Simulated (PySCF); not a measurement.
C6H4ClF, SMILES Fc1ccccc1Cl (GFN2-xTB optimised geometry):

```
12

F     -1.345    -2.089     0.000
C     -0.675    -0.924     0.000
C     -1.389     0.260     0.000
C     -0.707     1.464     0.000
C      0.678     1.476     0.000
C      1.389     0.288     0.000
C      0.716    -0.924     0.000
Cl     1.588    -2.413     0.000
H     -2.467     0.220     0.000
H     -1.259     2.391     0.000
H      1.211     2.413     0.000
H      2.467     0.291     0.000
```

Level of theory: PySCF with CAM-B3LYP/def2-TZVP.

Q: What are the frontier orbital energies and the dipole moment?

A: HOMO-2 -10.52 eV, HOMO-1 -8.95 eV, HOMO -8.49 eV, LUMO 0.27 eV, LUMO+1 0.62 eV; dipole moment 2.59 D.

Meta-Löwdin charges at CAM-B3LYP/def2-TZVP: F1 -0.27, C2 0.29, C3 -0.15, C4 -0.11, C5 -0.12, C6 -0.11, C7 -0.02, Cl8 -0.03, H9 0.14, H10 0.13, H11 0.13, H12 0.14.
